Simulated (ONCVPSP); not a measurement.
Cutoff test, Lu (Z = 71), ONCV

ONCVPSP 4.0.1 input, shortened (lines: element, Z, core and valence counts, functional; n l f; lmax; l rc ep ncon nbas qcut; lloc lpopt rc5 dvloc0; l nproj debl; icmod fcfact rcfact), PBEsol, fully relativistic:

```
  Lu 71.00    9    5  -116133      upf
    1    0    2.00
    2    0    2.00
    2    1    6.00
    3    0    2.00
    3    1    6.00
    3    2   10.00
    4    0    2.00
    4    1    6.00
    4    2   10.00
    4    3   14.00
    5    0    2.00
    5    1    6.00
    5    2    1.00
    6    0    2.00
    3
    0    1.95    0.00    3    7    8.10
    1    2.00    0.00    4    7    6.30
    2    2.80    0.00    4    9    5.20
    3    1.15    0.00    3    7   16.40
    4    3    1.15    0.00
    0    2    3.90
    1    2    0.40
    2    2    1.80
    3    1    4.00
    3    2.25    1.75
```

Open shells are filled in proportion to 2j + 1.

In the p channel the program set the typed energies aside and used -1.092, 0.250 Ha (j = l + 1/2; the other j can differ).

Problem. For each optimised wave give the share of its norm inside rc, the residual kinetic energy above qcut (Ha) and the cutoffs (Ha) for errors of 10, 1, 0.1 and 0.01 mHa per electron.

Solution.

```json
{"wave": "5s", "norm inside rc": "0.959", "residual KE": "1.4e-08", "10 mHa": "14.8", "1 mHa": "19.4", "0.1 mHa": "23.1", "0.01 mHa": "26.3"}
{"wave": "6s", "norm inside rc": "0.061", "residual KE": "5.1e-09", "10 mHa": "10.4", "1 mHa": "16.4", "0.1 mHa": "21.0", "0.01 mHa": "24.8"}
{"wave": "5p j=3/2", "norm inside rc": "0.872", "residual KE": "2.8e-06", "10 mHa": "6.6", "1 mHa": "8.6", "0.1 mHa": "14.4", "0.01 mHa": "18.0"}
{"wave": "p projector 2 j=3/2", "norm inside rc": "0.099", "residual KE": "8.1e-06", "10 mHa": "5.9", "1 mHa": "8.1", "0.1 mHa": "15.6", "0.01 mHa": "19.7"}
{"wave": "5p j=1/2", "norm inside rc": "0.918", "residual KE": "6.2e-07", "10 mHa": "8.3", "1 mHa": "10.6", "0.1 mHa": "12.6", "0.01 mHa": "14.1"}
{"wave": "p projector 2 j=1/2", "norm inside rc": "0.100", "residual KE": "6.5e-06", "10 mHa": "7.0", "1 mHa": "9.3", "0.1 mHa": "11.7", "0.01 mHa": "19.0"}
{"wave": "5d j=5/2", "norm inside rc": "0.552", "residual KE": "6.3e-07", "10 mHa": "6.4", "1 mHa": "8.7", "0.1 mHa": "10.5", "0.01 mHa": "11.9"}
{"wave": "d projector 2 j=5/2", "norm inside rc": "0.288", "residual KE": "1.1e-05", "10 mHa": "8.7", "1 mHa": "10.8", "0.1 mHa": "12.3", "0.01 mHa": "14.5"}
{"wave": "5d j=3/2", "norm inside rc": "0.597", "residual KE": "8.7e-07", "10 mHa": "6.7", "1 mHa": "9.0", "0.1 mHa": "10.7", "0.01 mHa": "12.1"}
{"wave": "d projector 2 j=3/2", "norm inside rc": "0.296", "residual KE": "1.7e-05", "10 mHa": "8.9", "1 mHa": "10.9", "0.1 mHa": "12.5", "0.01 mHa": "14.9"}
{"wave": "4f j=7/2", "norm inside rc": "0.867", "residual KE": "3.5e-06", "10 mHa": "95.1", "1 mHa": "108.1", "0.1 mHa": "118.3", "0.01 mHa": "127.3"}
{"wave": "4f j=5/2", "norm inside rc": "0.877", "residual KE": "2.4e-06", "10 mHa": "95.6", "1 mHa": "108.6", "0.1 mHa": "118.7", "0.01 mHa": "127.5"}
```

The occupied waves need 109 Ha and 119 Ha for 1 and 0.1 mHa. 3 of 4 tests not solved or not reliable.
